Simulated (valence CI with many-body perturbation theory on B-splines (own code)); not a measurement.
**Nb²⁺: E2, M1 decay**

Method: valence CI with perturbative core correlation (CI+MBPT): three valence electrons over a frozen Dirac-Fock core [Kr], radial functions for each j: 9 s, 9 p, 10 d, 8 f, 5 g, 3 h, 1 i, with the one-electron correlation potential Σ1, the two-electron term Σ2, the three-electron term Σ3, Breit, model QED; selected CI, second order for the rest, scaled by the run's own slope (own B-spline code, finite nucleus).

Against 24 measured levels this calculation errs by 556 cm⁻¹ on average and by 1107 at most. These come from a selection out of Shadmi, J. Res. Natl. Bur. Stand. 70A, 435 (1966). Levels without a partner in it may be off by more, other configurations by 1,000 to 8,000 cm⁻¹.

Lines 1 to 50 of 116 in falling wavelength, among levels below 79218 cm⁻¹, chosen from the decays that carry over 1 % of a level's rate. Wavelengths and rates use the calculated energies, so an error of 600 cm⁻¹ moves a line at 33800 Å by 20 % and its rate by three times that or more. Electric multipoles are in the length gauge, E1 and E2 with the static RPA response of the core. S is in atomic units (e²a₀⁴ for E2 and M2, e²a₀⁶ for E3), for M1 in squared Bohr magnetons. Weak lines are less certain than strong ones. Lines between different terms over intervals too small for the method are left out, as are lines whose strength nearly cancels and 3 of this kind that miss the measured wavelength by over 7 %.

Names give the largest LS component (configuration and term), which can be under half, so a name can repeat, a term be missing and a line seem to break the LS rules; names also repeat where a configuration has a term twice. Letters in brackets count levels of one name in rising energy.

```tsv
λ vac (Å)	λ from measured levels	Upper	Lower	Type	A (s⁻¹)	S (a.u.)
1.952e+05	1.939e+05	4d3 4F_5/2	4d3 4F_3/2	M1	5.79e-03	9.59e+00
1.517e+05	1.513e+05	4d3 4F_7/2	4d3 4F_5/2	M1	1.24e-02	1.28e+01
1.307e+05	1.312e+05	4d3 4F_9/2	4d3 4F_7/2	M1	1.20e-02	9.98e+00
1.041e+05	1.014e+05	4d3 4P_5/2	4d3 4P_3/2	M1	1.14e-02	2.87e+00
48040		4d3 2D_3/2 [a]	4d3 2P_3/2	M1	5.63e-02	9.25e-01
47890		4d3 2P_1/2	4d3 4P_1/2	M1	7.19e-02	5.86e-01
44990		4d3 2D_5/2 [a]	4d3 2P_3/2	M1	3.73e-02	7.56e-01
43410		4d3 2D_3/2 [a]	4d3 2P_1/2	M1	3.27e-02	3.96e-01
43290		4d3 2P_3/2	4d3 4P_1/2	M1	2.23e-02	2.69e-01
42500		4d3 2P_3/2	4d3 4P_3/2	M1	5.70e-02	6.49e-01
33800	32130	4d3 2H_9/2	4d3 2G_9/2	M1	6.30e-02	9.03e-01
30350	28910	4d3 2H_11/2	4d3 2G_9/2	M1	4.26e-02	5.30e-01
28790		4d3 2D_3/2 [a]	4d3 4P_5/2	M1	3.07e-02	1.08e-01
28470	27170	4d3 2H_9/2	4d3 2G_7/2	M1	5.05e-02	4.33e-01
27660	28570	4d3 2D_5/2 [a]	4d3 4P_5/2	M1	1.84e-02	8.67e-02
22550		4d3 2D_3/2 [a]	4d3 4P_3/2	M1	1.39e-02	2.36e-02
14650	14780	4d3 2F_7/2	4d3 2D_5/2 [a]	E2	5.24e-03	2.53e+01
14650	14780	4d3 2F_7/2	4d3 2D_5/2 [a]	M1	4.30e-03	4.01e-03
14450	14530	4d3 2F_5/2	4d3 2D_5/2 [a]	M1	1.12e-02	7.54e-03
14160		4d3 2F_5/2	4d3 2D_3/2 [a]	E2	3.69e-03	1.12e+01
14160		4d3 2F_5/2	4d3 2D_3/2 [a]	M1	3.24e-03	2.05e-03
13400	13700	4d3 2G_7/2	4d3 4F_9/2	M1	3.59e-03	2.56e-03
12470	12710	4d3 2G_9/2	4d3 4F_9/2	M1	1.84e-01	1.32e-01
12220	13060	4d3 4P_5/2	4d3 4F_9/2	E2	1.88e-02	2.76e+01
12150	12410	4d3 2G_7/2	4d3 4F_7/2	M1	8.19e-02	4.36e-02
11570	12360	4d3 4P_3/2	4d3 4F_5/2	E2	1.11e-02	8.21e+00
11570	12360	4d3 4P_3/2	4d3 4F_5/2	M1	8.76e-03	2.01e-03
11510	12270	4d3 4P_1/2	4d3 4F_5/2	E2	1.27e-02	4.60e+00
11390	11590	4d3 2G_9/2	4d3 4F_7/2	M1	8.57e-02	4.69e-02
11250	11470	4d3 2G_7/2	4d3 4F_5/2	M1	8.72e-02	3.68e-02
11180	11880	4d3 4P_5/2	4d3 4F_7/2	E2	9.44e-03	8.83e+00
11180	11880	4d3 4P_5/2	4d3 4F_7/2	M1	2.89e-03	8.99e-04
10930		4d3 2F_5/2	4d3 2P_3/2	E2	4.76e-03	3.98e+00
10920	11620	4d3 4P_3/2	4d3 4F_3/2	M1	1.17e-02	2.27e-03
10920	11620	4d3 4P_3/2	4d3 4F_3/2	E2	4.92e-03	2.73e+00
10870	11540	4d3 4P_1/2	4d3 4F_3/2	E2	2.76e-02	7.49e+00
10870	11540	4d3 4P_1/2	4d3 4F_3/2	M1	6.24e-04	5.94e-05
10410	11020	4d3 4P_5/2	4d3 4F_5/2	E2	2.93e-03	1.92e+00
10410	11020	4d3 4P_5/2	4d3 4F_5/2	M1	1.28e-03	3.21e-04
9673		4d3 2P_3/2	4d3 4F_7/2	E2	9.52e-03	2.88e+00
9431	9944	4d3 2F_7/2	4d3 2G_9/2	E2	8.01e-02	4.27e+01
9431	9944	4d3 2F_7/2	4d3 2G_9/2	M1	2.66e-02	6.61e-03
9281		4d3 2P_1/2	4d3 4F_5/2	E2	5.98e-03	7.35e-01
9111	9110	4d3 2H_9/2	4d3 4F_9/2	M1	1.24e-02	3.47e-03
9093		4d3 2P_3/2	4d3 4F_5/2	M1	1.07e-01	1.20e-02
9093		4d3 2P_3/2	4d3 4F_5/2	E2	6.76e-03	1.50e+00
8963	9412	4d3 2F_7/2	4d3 2G_7/2	M1	7.25e-02	1.55e-02
8963	9412	4d3 2F_7/2	4d3 2G_7/2	E2	1.08e-02	4.46e+00
8885	9312	4d3 2F_5/2	4d3 2G_7/2	E2	1.23e-01	3.64e+01
8885	9312	4d3 2F_5/2	4d3 2G_7/2	M1	4.19e-02	6.54e-03
```
